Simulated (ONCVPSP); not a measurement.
# Transferability test, ONCV potential for Al

| Item | Value |
| --- | --- |
| Element | Al (Z = 13) |
| Generator | ONCVPSP 4.0.1 |
| Type | optimised norm-conserving Vanderbilt (ONCV) |
| Functional | PBE |
| Relativity | scalar-relativistic |
| Frozen core | [Ne] |
| Valence charge | 3 |
| Reference configuration | 3s2 3p1 |
| Partial waves | 3s: rc 2.10 bohr, ncon 3, nbas 8, qcut 2.6 1/bohr, 2 projectors, debl 1.4 Ha; 3p: rc 1.75 bohr, ncon 4, nbas 8, qcut 4 1/bohr, 3 projectors, debl 1.1 Ha; d scattering state at 0.26 Ha: rc 1.75 bohr, ncon 4, nbas 8, qcut 6.5 1/bohr, 2 projectors, debl 2.9 Ha |
| Local potential | polynomial inside 1.30 bohr (lpopt 5, dvloc0 0 Ha) |
| Core correction | none |

Energies are relative to the spin-unpolarised reference configuration 3s2 3p1; without spin polarisation the order of configurations can differ from experiment.

```csv
valence configuration,charge,ΔE all-electron (eV),error AE − PS (meV)
3s2 3p0,+1,5.761,-3.1
3s1 3p0,+2,24.987,+7.2
3s0 3p3,0,10.451,+27
```

**Question.** What are ΔE and the potential's error for 3s2 3p0.5?

**Answer.** ΔE = 2.086 eV all-electron; the error (AE − PS) is -0.6 meV.

Note: ghosts flagged at negative energy: p at -59.3 eV; GHOST(+) flagged for s at 83.2 eV, p at 588.8 eV. A true bound ghost makes a file unfit for plane-wave use.
